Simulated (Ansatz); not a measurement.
The cluster Zr2Se4. Charge 0, multiplicity 1. Geometry PBE-D4/def2-SVP, basis def2-TZVP, Ansatz.

Cartesian coordinates in Å:
```
Zr -1.366 -0.845 -0.883
Zr 1.533 -0.565 0.831
Se -0.905 -0.514 1.616
Se 2.659 1.317 1.683
Se 0.987 -0.170 -1.640
Se -2.907 0.777 -1.607
```

```
run  HOMO (eV)  LUMO (eV)
  A      -5.53      -3.90
  B      -5.33      -3.84
  C      -6.47      -3.31
  D      -5.76      -3.81
  E      -5.46      -3.79
```

In the def2 sets Zr takes a core potential; there is no spin–orbit coupling. Another isomer (singlet) lies 0.41 eV lower at PBE0-D4/def2-TZVP; other spin states weren't run for this one.

Question: The runs used BLYP, PBE, PBE0, r2SCAN, revPBE. Estimate which is which.

Answer: A PBE (0 % exact exchange); B BLYP (0 % exact exchange); C PBE0 (25 % exact exchange); D r2SCAN (0 % exact exchange); E revPBE (0 % exact exchange). Exact exchange lowers occupied and raises empty levels; among semilocal functionals meta-GGAs tend to open the gap a little, and such runs are hard to tell apart. The gap grows from 1.49 eV (BLYP) to 3.17 eV (PBE0).
